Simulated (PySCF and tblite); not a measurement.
C6H2F2O, numbered as in [CH:1]#[C:2][C:3](=[C:4]=[O:5])/[C:6]([F:7])=[CH:8]\[F:9]. Level: PBE0-D3(BJ)/pcSseg-1 (IEF-PCM, cyclohexane)//GFN2-xTB, thermal terms from GFN2-xTB, symmetry numbers and mirror pairs counted. Conformers within 2.5 kcal/mol (GFN2-xTB free energy) were kept, 4 at most. GIAO shieldings: PBE0/pcSseg-1 (IEF-PCM, cyclohexane). Shifts are against TMS (¹H), TMS (¹³C), CFCl3 (¹⁹F) at the same level. Run with PySCF (density fitting) and tblite.

Torsions listed: C2–C3–C6–F7.

Two conformers hold nearly all the population. I: 180°; δ(F9) = -183.40 ppm. II: 0°; δ(F9) = -171.79 ppm. The average over the ensemble at 298.15 K is -175.41 ppm.

Question: What populations and free-energy difference follow from a two-state model?

Answer: p(I) = (-175.41 − (-171.79))/(-183.40 − (-171.79)) = 0.31, so K = p(II)/p(I) = 2.21 and G(II) − G(I) = −RT ln K = -0.47 kcal/mol. The weights computed directly are 31.2 % and 68.8 %.

Unscaled ¹⁹F shifts at such levels can be off by tens of ppm; differences between conformers or isomers are more reliable.


Conformer gaps in pcSseg-1 on xTB geometries can be 2 kcal/mol off for S=O, P=O and other polar bonds.